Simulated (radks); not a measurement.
The numbers below are computed, except where a source is named.
Species: neutral hydrogen. Configuration: 1s0.5 2s0.5 (fractional occupations, a model configuration).

Level of theory: non-relativistic Kohn-Sham, PW91, spin-unpolarised, spherical densities, point nucleus; without spin polarisation the odd electron is poorly described (a radial shooting solver on a logarithmic mesh with Libxc functionals).

Energy parts (hartree):
total: -0.31706
kinetic: 0.31088
electron-nucleus: -0.62010
Hartree: 0.13956
exchange-correlation: -0.14740

Orbitals (lengths in bohr, moments of r in powers of bohr; <r^-3> diverges for s and p1/2):
orbital  occ.  eigenvalue (hartree)  <r^4>  <r^2>   <1/r>   <r^-3>
1s        0.5              -0.38859  20.17  2.773   1.052        -
2s        0.5              -0.04697   6407  62.24  0.1885        -
2p          0              -0.03424   7376  63.49  0.1725  0.01562

The highest occupied level is 2s at -1.278 eV. The electron density at the nucleus is 0.1947 e/bohr^3. Virial ratio -V/T = 2.01989. The density falls to 0.001 e/bohr^3 at r = 2.50 bohr. Summed over all electrons, <r^2> = 32.51 bohr^2, which gives a Langevin (diamagnetic) susceptibility term of -25.7 x 10^-6 cm^3/mol.
